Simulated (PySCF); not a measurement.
## Computed properties of FH6NOSi2, SMILES F[Si@H](N[SiH3])O

FH6NOSi2, SMILES O[Si@H](F)N[SiH3]. Coordinates come from a B3LYP-D3(BJ)/def2-SVP optimisation. The structure was generated by enumeration; whether it is a known compound was not checked. The values are those of a single conformer. All values are computed for the isolated molecule unless a solvent is named; none is compared with measurement here.

**Structure.** All 27 harmonic modes at B3LYP-D3(BJ)/def2-SVP (PySCF) are real, so it is a minimum. With heavy atoms numbered as in [OH:1][Si@H:2]([F:3])[NH:4][SiH3:5], the shortest bond between them is Si2–F3 at 1.621 Å and the longest N4–Si5 at 1.751 Å.

**Vibrations.** The strongest infrared lines (harmonic, unscaled, degenerate partners summed) lie at 944 cm⁻¹ (341 km/mol, H 41 %, N 35 %, Si 24 %), 901 cm⁻¹ (309 km/mol, H 61 %, Si 19 %, O 13 %), 1205 cm⁻¹ (264 km/mol, H 62 %, N 33 %). The softest mode is at 50 cm⁻¹ and the zero-point energy is 42.6 kcal/mol.

**Electronic structure.** ωB97X/def2-TZVP (PySCF) places the frontier levels at -10.52 and 2.09 eV, a gap of 12.61 eV, and gives a dipole moment of 2.90 D and a mean polarisability of 58.5 bohr³. PBE/def2-TZVP (PySCF) at the same geometry gives -6.68 and -0.75 eV, so its gap is 6.68 eV narrower. An orbital gap is neither the optical nor the fundamental gap.

**Excitations.** TDDFT-B3LYP/def2-SVPD (PySCF) has S1 at 6.48 eV (191 nm, f = 0.014, weak); the most intense of the 10 singlets computed lies at 8.46 eV (f = 0.08). T1 (TDA) is at 6.18 eV. TDDFT-PBE/def2-SVPD (PySCF) puts S1 at 5.97 eV. No vertical singlet excitation falls in the visible range (under 3.1 eV).

**NMR.** GIAO shifts at PBE0/pcSseg-1 (PySCF) (non-relativistic, atoms alike by connectivity averaged): ¹H from 0.7 to 4.9 ppm against TMS; ²⁹Si from -56.2 to -34.8 ppm against TMS; ¹⁹F at -150.8 ppm against CFCl3.
